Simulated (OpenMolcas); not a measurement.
**Ar³⁺: effect of the IPEA shift**

| Property | Result |
| --- | --- |
| Program | OpenMolcas |
| Basis | ANO-RCC-VTZP [5s4p2d1f] |
| Scalar Hamiltonian | DKH2, point nucleus |
| Active space | 3 electrons in 3 orbitals (3p) |
| State averaging | 2S+1 = 4 odd, 1 root; 2S+1 = 2 odd, 8 roots |
| Spin-orbit coupling | state interaction with AMFI integrals over the reference wave functions, term energies averaged over their components |

Methods on the same reference wave functions:
A. CASSCF
B. SS-CASPT2, IPEA 0 Eh, imaginary shift 0.1 Eh (closed shells correlated: 2s 2p 3s)
C. SS-CASPT2, IPEA 0.25 Eh, imaginary shift 0.1 Eh (closed shells correlated: 2s 2p 3s)

Energies in cm-1 above 3s2 3p3 4S* 3/2, the measured ground level; measured values from Saloman, J. Phys. Chem. Ref. Data 39, 033101 (2010).

```
          Level      A      B      C  Measured
3s2 3p3 4S* 3/2    0.0    0.0    0.0       0.0
3s2 3p3 2D* 3/2  26054  22420  22170     21091
3s2 3p3 2D* 5/2  26144  22520  22270     21220
3s2 3p3 2P* 1/2  43436  37590  37210     34855
3s2 3p3 2P* 3/2  43555  37730  37350     35032
```

Deviations, from unrounded energies. A percentage is the sum of absolute deviations over the sum of measured energies, with the sign that they share, or ± where signs differ.

```tsv
Against measurement	Levels	A	B	C
mean absolute deviation (cm-1)	4	6700	2000	1700
other terms of the ground configuration (%)	4	+24.1	+7.2	+6.1
```

C lies closest to measurement on these levels and A furthest from it. The largest miss of C in the table is 3s2 3p3 2P* 1/2, by +2400 cm-1. The ranking rests on the paired levels alone, and a cruder setting can come out closer through cancelling errors.

Between B and C the level of the table that moves most is 3s2 3p3 2P* 1/2, by 380 cm-1 (lowest in C, highest in B). Moves below CASPT2's spread within the term are not significant.

From A to B the spin-free energies of the other terms of 3s2 3p3 shown, above 4S*, scale by factors of 0.86 to 0.87.

The lowest spin-free term lies below A's lowest term by 0.150 hartree in B, 0.139 hartree in C.

Term energies are means over components that CASPT2 splits; among the terms shown or strongly mixed into the levels shown the widest spread is 250 cm-1 (3s2 3p3 2D*, C). With the s shell closed, the reference lacks s² → p² mixing. Measured partners are found by configuration, term and J. A level has none where our copy of the source lacks it or the pairing is in doubt (some pairs that miss far off the trend of their configuration count as doubtful), and it then counts in no deviation. Only configurations of the active space appear.

* marks odd parity.
